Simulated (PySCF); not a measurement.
Excitation energies in several basis sets

Compound: CH5B2F.
Structure used (PBE0-D3(BJ)/def2-SVP), in Å, numbered top down from 1:
```xyz
9
CH5B2F angstrom
B     -1.262    0.135   -0.291
C      0.039   -0.644    0.047
B      1.190    0.398    0.214
F      2.152    0.469   -0.694
H     -1.774    0.059   -1.383
H     -1.765    0.863    0.535
H     -0.086   -1.042    1.073
H      0.305   -1.429   -0.674
H      1.260    1.174    1.142
```

TDDFT with PBE0 (PySCF), vertical singlets, core orbitals frozen in the response, spherical d and f functions. Geometry: PBE0-D3(BJ)/def2-SVP, one conformer, isolated molecule.

```
      basis  functions  diffuse  S1 (eV)  S2 (eV)  S3 (eV)  S4 (eV)  S5 (eV)  LUMO (eV)  α (au)
     6-31G*         66       no     5.68     5.95     6.56     7.55     8.24      -1.44    34.7
   def2-SVP         81       no     5.56     5.86     6.48     7.40     8.01      -1.71    36.2
    6-31+G*         82      yes     5.59     5.86     6.49     7.29     7.89      -1.78    38.7
  def2-SVPD        123      yes     5.54     5.84     6.46     7.28     7.83      -1.84    41.9
aug-cc-pVDZ        137      yes     5.52     5.80     6.44     7.21     7.78      -1.83    42.4
  def2-TZVP        154       no     5.54     5.83     6.46     7.29     7.91      -1.80    40.4
 def2-TZVPD        196      yes     5.54     5.82     6.45     7.24     7.83      -1.82    42.4
aug-cc-pVTZ        299      yes     5.53     5.82     6.45     7.23     7.82      -1.83    42.5
```

Q: Compare the sets with the largest diffuse one.

A: States are compared by their number. Against the largest diffuse basis here (aug-cc-pVTZ, itself not a converged limit), sets without diffuse functions differ by up to 0.15 eV in S1 and 0.42 eV in S5; the smaller diffuse sets differ by up to 0.05 and 0.08 eV. State by state, the largest deviation of a set without diffuse functions is S1 0.15, S2 0.13, S3 0.11, S4 0.31, S5 0.42 eV. The same number needn't mean the same state in each row. Against aug-cc-pVTZ the polarisability deviates by -18% in 6-31G*, -15% in def2-SVP, -9% in 6-31+G*, -2% in def2-SVPD, 0% in aug-cc-pVDZ, -5% in def2-TZVP, 0% in def2-TZVPD. A single + in a Pople set puts diffuse functions on heavy atoms only.
